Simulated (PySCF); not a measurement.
Cu(I) anion (CuI), SMILES [Cu][I] (connectivity only; charge and spin as stated), charge -1, multiplicity 2. Geometry: PBE0-D3(BJ)/def2-TZVPD. The spin state was assumed, not searched. The def2 effective core potentials stand for the cores of I; spin–orbit coupling is left out.

Level of theory: PySCF with PBE0-D3(BJ)/def2-TZVPD.

Harmonic wavenumbers (cm⁻¹): 168. Rotational constants (GHz): 1.838 (linear); symmetry number 1.

Q: Work out the zero-point energy and the ideal-gas rigid-rotor harmonic-oscillator thermochemistry at 298.15 K and 1 atm.

A: ZPE = ½ Σ hcν = ½ × 168 cm⁻¹ = 1.00 kJ/mol. H − E(el) = 11.29 kJ/mol. Entropy in J/(mol K): translation 174.21, rotation 75.88, vibration 10.31, spin 5.76, total 266.16. G − E(el) = -68.07 kJ/mol. Cp = 36.98 J/(mol K).
